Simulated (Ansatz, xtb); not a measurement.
Ranking isomers of ClFH2NOSi

3 gas-phase structures of ClFH2NOSi, found in a search over its isomers (lower ones may exist). Each was relaxed with GFN2-xTB; where two conformers were screened, the lower at r2SCAN-D4/def2-SVP is listed:

A. `[NH][Si@](O)(F)Cl`, a doublet
B. `[NH]O[Si@@H](F)Cl`, a doublet
C. a doublet given by its coordinates

C (Å):

```xyz
7

Cl    1.3813    0.0769   -1.2055
F    -1.0109    1.4346   -2.2484
N    -0.9728   -0.2344   -0.3069
O    -0.1621    2.5221    0.1552
Si   -0.4128    1.3658   -0.7693
H    -0.8016   -0.6102    0.6094
H    -1.2805   -0.9193   -0.9794
```

Close contacts (Å): Cl1–Si5 2.25, F2–Si5 1.60, N3–Si5 1.76, O4–Si5 1.50, N3–H6 1.01, N3–H7 1.01.

Question: Make a reasoned guess at their ranking by r2SCAN-D4/def2-SVP single-point energy.

Answer: Calculated order at r2SCAN-D4/def2-SVP: A (0.0), C (22.0), B (46.8) kcal/mol.

Energies above the lowest of each column, in kcal/mol; the last columns are at PBE-D3(BJ)/def2-SVP geometries and were run for some of them only (a dash: not run or not comparable):

```csv
structure,GFN2-xTB,HF/STO-3G,r2SCAN-D4/def2-SVP,PBE-D3(BJ)/def2-SVP,CCSD(T)/def2-SVP + ΔMP2/def2-TZVPP
A,4.0,0.0,0.0,2.4,0.0
C,0.0,50.3,22.0,0.0,8.6
B,32.8,13.6,46.8,–,–
```

CCSD(T)/def2-SVP + ΔMP2/def2-TZVPP puts A lowest of those it was run on; GFN2-xTB picks C, PBE-D3(BJ)/def2-SVP picks C. Flexible structures stand in one conformer each, not always the lowest. Frequencies (PBE-D3(BJ)/def2-SVP) were run for A, C alone. Open shells are spin-unrestricted. ΔMP2 is the change of the MP2 energy from the smaller to the larger basis.

Programs: Ansatz 0.2.0, xtb 6.7.1.
